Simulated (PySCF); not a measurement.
Mapped SMILES: `[CH3:1][S:2][SiH2:3][NH2:4]` (H(Xn): hydrogen on atom n).

Geometry: GFN2-xTB; GIAO shifts from PySCF 2.14.0 with density-fitted response routines, gas phase, non-relativistic, averaged over equivalent atoms.

At OLYP/ANO-RCC-VDZP (99 basis functions, 42 s wall time on 1 thread of an Arm Neoverse N1, shared host):
| atoms | δ (ppm) |
| --- | --- |
| C1 | 12.8 |
| Si3 | -38.7 |
| N4 | 17.5 |
| H(Si3) | 5.71 |
| H(C1) | 2.15 |
| H(N4) | 0.06 |

References, each an isolated molecule treated in the same way: $^{13}$C (σref 186.55), $^{29}$Si (σref 382.46), $^{1}$H (σref 31.79) against TMS; NH3 for $^{15}$N (σref 276.55).

Problem. Estimate the result of repeating the calculation with PBE0/pcSseg-1.

Solution. 
```tsv
atoms	δ at PBE0/pcSseg-1	change
C1	11.1	-1.7
Si3	-18.2	+20.5
N4	1.8	-15.7
H(Si3)	5.37	-0.34
H(C1)	1.96	-0.19
H(N4)	0.15	+0.09
```

Chemical shifts δ = σref − σ; $^{13}$C (186.93 ppm) and $^{29}$Si (349.16 ppm) and $^{1}$H (31.72 ppm) against TMS; $^{15}$N (267.73 ppm) vs NH3, all at this level.

The largest change is at Si3 (silicon bonded to N, S, 2 H). Cost: 117 basis functions, 18 s wall time on 1 thread of an Arm Neoverse N1, shared host.

Experimental scales use liquid or dissolved standards, which lie at an offset from isolated NH3 (liquid NH3: subtract about 20 ppm).
